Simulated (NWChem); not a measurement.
CH$_{5}$BrSn; SMILES [CH3][SnH2][Br]

Computed with NWChem. STO-3G and 3-21G are far too small for this property and stand as cheap habits. Structure relaxed at the PBE0/def2-SVP level. def2 effective core potentials on Sn; no spin-orbit coupling. Field at 589 nm.

| level | isotropic polarisability (bohr³) | anisotropy (bohr³) |
|---|---|---|
| B3LYP/STO-3G (all-electron, non-relativistic) | 28.0 | 19.7 |
| B3LYP/def2-SVP (core potentials) | (withheld) | (withheld) |
| B3LYP/def2-SVPD (core potentials) | 81.3 | 22.4 |

Question: What belongs in the gaps?

Answer: 
- B3LYP/def2-SVP (core potentials), isotropic polarisability (bohr³): 64.3
- B3LYP/def2-SVP (core potentials), anisotropy (bohr³): 21.6
